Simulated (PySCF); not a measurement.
NiH from Hartree–Fock to correlated methods

State: ²Δ (doublet), unpaired electrons δ ↑. Set-up: PySCF, no relativity, basis sets Ni def2-TZVPPD, H def2-TZVPPD. De refers to Ni (3d8 4s2) + H in their high-spin ground configurations, without counterpoise correction. The functionals are run spin-unrestricted. A positive dipole means Ni(−)H(+).

```json
{"Level": "ROHF", "Re (Å)": "1.550", "ωe (cm⁻¹)": "1654", "De (eV)": "n/a", "μ (D)": "-4.20"}
{"Level": "ROHF-MP2", "Re (Å)": "1.425", "ωe (cm⁻¹)": "2151", "De (eV)": "n/a", "μ (D)": "n/a"}
{"Level": "ROHF-SCS-MP2", "Re (Å)": "1.440", "ωe (cm⁻¹)": "2061", "De (eV)": "n/a", "μ (D)": "n/a"}
{"Level": "ROHF-CCSD", "Re (Å)": "1.467", "ωe (cm⁻¹)": "1908", "De (eV)": "2.75", "μ (D)": "n/a"}
{"Level": "ROHF-CCSD(T)", "Re (Å)": "1.454", "ωe (cm⁻¹)": "1975", "De (eV)": "2.99", "μ (D)": "n/a"}
{"Level": "PBE", "Re (Å)": "1.470", "ωe (cm⁻¹)": "1953", "De (eV)": "n/a", "μ (D)": "-2.16"}
{"Level": "PBEsol", "Re (Å)": "1.461", "ωe (cm⁻¹)": "1985", "De (eV)": "n/a", "μ (D)": "-2.13"}
{"Level": "PW91", "Re (Å)": "1.466", "ωe (cm⁻¹)": "1965", "De (eV)": "n/a", "μ (D)": "-2.16"}
{"Level": "r²SCAN", "Re (Å)": "1.457", "ωe (cm⁻¹)": "2007", "De (eV)": "n/a", "μ (D)": "-2.24"}
{"Level": "PBE0", "Re (Å)": "1.473", "ωe (cm⁻¹)": "1930", "De (eV)": "n/a", "μ (D)": "-2.67"}
{"Level": "r²SCAN0", "Re (Å)": "1.462", "ωe (cm⁻¹)": "1975", "De (eV)": "n/a", "μ (D)": "-2.64"}
{"Level": "B97-3", "Re (Å)": "1.486", "ωe (cm⁻¹)": "1874", "De (eV)": "n/a", "μ (D)": "-2.73"}
{"Level": "M06", "Re (Å)": "1.480", "ωe (cm⁻¹)": "1945", "De (eV)": "n/a", "μ (D)": "-2.45"}
{"Level": "ωB97X-V", "Re (Å)": "1.479", "ωe (cm⁻¹)": "1937", "De (eV)": "n/a", "μ (D)": "-3.01"}
```

(1) What does a quarter of exact exchange do here, going from PBE to PBE0?

(2) What does the step from GGA to meta-GGA do here, going from PBE to r²SCAN?

(3) What does a quarter of exact exchange do here, going from r²SCAN to r²SCAN0?

Correlated steps freeze 5 core orbitals. De is left out where the level can put another filling of the metal’s s and d shells below the measured ground configuration, by anything from nothing to about 1 eV. Counting both spins, an empty level lies below a filled one in some of these solutions, because spin and occupation are held. The CCSD T1 diagnostic is raised, a sign that a single reference may not be enough here. UHF is strongly spin-contaminated for NiH, so the ROHF reference used there is far from stable. The state is the lowest single determinant that the PBE0 search found; with open d or f shells the true ground state can be another one.

The whole job (state search and all levels along the bond) took about 27 min on 1 thread of AMD EPYC 7R43 64-Core (shared host), peak memory 2.8 GiB.

Results:

(1) PBE0 less PBE: +0.3 pm in Re, -1.2 % in ωe. Exact exchange removes part of the self-interaction that spreads semilocal densities, and in most molecules shortens and stiffens the bond and lowers De; here Re and ωe go the other way.

(2) r²SCAN less PBE: -1.3 pm in Re, +2.8 % in ωe. 

(3) r²SCAN0 less r²SCAN: +0.5 pm in Re, -1.6 % in ωe. Exact exchange removes part of the self-interaction that spreads semilocal densities, and in most molecules shortens and stiffens the bond and lowers De; here Re and ωe go the other way.
